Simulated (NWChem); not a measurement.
System meant: AlH₃S₃; SMILES [Al]([SH])([SH])[SH]

Input file for NWChem:

```
start job
memory heap 200 mb stack 900 mb global 1100 mb
geometry units angstroms noautosym nocenter noautoz
  Al    -0.022490     0.025494     0.031165
  S     -0.728295     2.102087     0.002907
  H      0.490817     2.576248    -0.384074
  S      2.140748    -0.384311    -0.024063
  H      1.969496    -1.691926    -0.370200
  S     -1.566778    -1.536684     0.117652
  H     -0.686343    -2.500146     0.512195
end
basis spherical
  Al library def2-svp
  S library def2-svp
  H library def2-svp
end
dft
  xc m06-l
  iterations 150
end
property
  shielding
end
task dft property
```

End of the output:

```
 Vector   35  Occ=0.000000D+00  E=-1.837812D-02
              MO Center=  2.3D-01, -6.8D-01, -3.5D-02, r^2= 7.1D+00
   Bfn.  Coefficient  Atom+Function         Bfn.  Coefficient  Atom+Function
  ----- ------------  ---------------      ----- ------------  ---------------
    84      0.676665  7 H  s                 61      0.636406  5 H  s
    22     -0.556204  2 S  s                  4      0.534831  1 Al s
    68     -0.465239  6 S  s                 53      0.404048  4 S  py
    38      0.391020  3 H  s                 12      0.345968  1 Al py
    45     -0.310418  4 S  s                 29     -0.303301  2 S  px

 center of mass
 --------------
 x =  -0.05632285 y =   0.07277424 z =   0.05525779

 moments of inertia (a.u.)
 ------------------
         850.390387498908          -5.358991270936          31.412783979402
          -5.358991270936         883.569040900337          25.233925441199
          31.412783979402          25.233925441199        1727.309665158343

     Multipole analysis of the density
     ---------------------------------

     L   x y z        total         alpha         beta         nuclear
     -   - - -        -----         -----         ----         -------
     0   0 0 0     -0.000000    -32.000000    -32.000000     64.000000

     1   1 0 0      0.548291      1.207292      1.207292     -1.866293
     1   0 1 0     -0.518661     -1.783461     -1.783461      3.048260
     1   0 0 1     -0.094133     -1.659949     -1.659949      3.225766

     2   2 0 0    -44.580329   -246.705846   -246.705846    448.831362
     2   1 1 0     -0.287753     -1.044807     -1.044807      1.801861
     2   1 0 1     -0.552230      8.804572      8.804572    -18.161373
     2   0 2 0    -36.667033   -244.390182   -244.390182    452.113331
     2   0 1 1     -0.885215      7.200042      7.200042    -15.285300
     2   0 0 2    -39.535379    -21.178979    -21.178979      2.822578

          -----------------------------------------
          Chemical Shielding Tensors (GIAO, in ppm)
          -----------------------------------------

 ------------------------------------------------------------------------
  xm06: d2 not coded                    0
 ------------------------------------------------------------------------
 ------------------------------------------------------------------------
  current input line :
    24: task dft property
 ------------------------------------------------------------------------
 ------------------------------------------------------------------------
 This error has not yet been assigned to a category
 ------------------------------------------------------------------------
 For more information see the NWChem manual at https://nwchemgit.github.io

0: xm06: d2 not coded:Received an Error in Communication
```

Task: What is wrong, and how is it mended?

Result: The program stopped with an error. Cause: this functional's second derivatives, which shieldings need, aren't coded here; the fix takes a hybrid GGA instead. This input runs:
```
start job
memory heap 200 mb stack 900 mb global 1100 mb
geometry units angstroms noautosym nocenter noautoz
  Al    -0.022490     0.025494     0.031165
  S     -0.728295     2.102087     0.002907
  H      0.490817     2.576248    -0.384074
  S      2.140748    -0.384311    -0.024063
  H      1.969496    -1.691926    -0.370200
  S     -1.566778    -1.536684     0.117652
  H     -0.686343    -2.500146     0.512195
end
basis spherical
  Al library def2-svp
  S library def2-svp
  H library def2-svp
end
dft
  xc pbe0
  iterations 150
end
property
  shielding
end
task dft property
```
It converges to -1437.96438 Ha (PBE0/def2-SVP, GIAO).
